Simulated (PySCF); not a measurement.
# Partial charges of `C[Si@@](F)(Cl)C(F)=C(F)F`

Compound: C3H3ClF4Si.
Z-matrix (Å and degrees, GFN2-xTB geometry), rows numbered from 1:
```
C 
Si  1  1.8851
F   2  1.6135  1  109.28
Cl  2  1.9936  1  116.15  3   121.42
C   2  1.9029  1  109.22  3  -112.93
F   5  1.3509  2  117.00  1   -18.73
C   5  1.3258  2  125.35  1   161.24
F   7  1.3237  5  122.48  2     0.62
F   7  1.3226  5  127.09  2  -179.38
H   1  1.0868  2  111.10  3   -65.63
H   1  1.0871  2  111.17  3    54.29
H   1  1.0862  2  111.45  3   174.26
```

Density: PBE0/pcSseg-1 (PySCF); schemes: Mulliken, IAO, Hirshfeld and ESP-fitted. One conformer (not necessarily the lowest) at the GFN2-xTB geometry, without solvent, vibrations or thermal averaging.

Task: Tabulate the Mulliken, IAO, Hirshfeld and ESP-fitted charges.

Result: In e:

| atom | environment | Mulliken | IAO | Hirshfeld | ESP-fitted |
| --- | --- | --- | --- | --- | --- |
| C1 | Si-methyl carbon | -0.650 | -0.748 | -0.208 | -0.633 |
| Si2 | fluorine-bound silicon | +1.150 | +1.327 | +0.443 | +0.730 |
| F3 | silicon-bound fluorine | -0.398 | -0.527 | -0.201 | -0.290 |
| Cl4 | silicon-bound chlorine | -0.273 | -0.274 | -0.091 | -0.167 |
| C5 | vinylic C–F carbon | -0.177 | -0.134 | -0.075 | -0.233 |
| F6 | vinyl fluorine | -0.277 | -0.262 | -0.086 | -0.106 |
| C7 | =CF2 carbon | +0.592 | +0.542 | +0.158 | +0.412 |
| F8 | vinyl fluorine | -0.228 | -0.230 | -0.050 | -0.148 |
| F9 | vinyl fluorine | -0.226 | -0.224 | -0.058 | -0.118 |
| H10 | methyl hydrogen | +0.160 | +0.174 | +0.055 | +0.181 |
| H11 | methyl hydrogen | +0.164 | +0.179 | +0.059 | +0.201 |
| H12 | methyl hydrogen | +0.162 | +0.176 | +0.054 | +0.170 |

Mean size of the charges over all atoms: IAO 0.400 e, Mulliken 0.371 e, ESP-fitted 0.283 e, Hirshfeld 0.128 e. Each set sums to the total charge, 0, to within 0.001 e. The IAO scheme projects the occupied orbitals on a minimal set of polarised atomic orbitals and counts the electrons in each atom's part of it. The Hirshfeld scheme divides the density at each point in proportion to the densities of the neutral, spherically averaged free atoms.

Lowest charge. All schemes agree: Mulliken C1 (-0.650); IAO C1 (-0.748); Hirshfeld C1 (-0.208); ESP-fitted C1 (-0.633).

Highest charge. All schemes agree: Mulliken Si2 (+1.150); IAO Si2 (+1.327); Hirshfeld Si2 (+0.443); ESP-fitted Si2 (+0.730).

Task: Sum the charges by element, for elements with more than one atom.

Result: 
| element | atoms | Mulliken | IAO | Hirshfeld | ESP-fitted |
| --- | --- | --- | --- | --- | --- |
| C | 3 | -0.235 | -0.340 | -0.124 | -0.455 |
| F | 4 | -1.129 | -1.243 | -0.396 | -0.662 |
| H | 3 | +0.487 | +0.529 | +0.168 | +0.553 |

Task: How many electrons does the IAO scheme count on C7?

Result: Z − q = 6 − (+0.542) = 5.458.
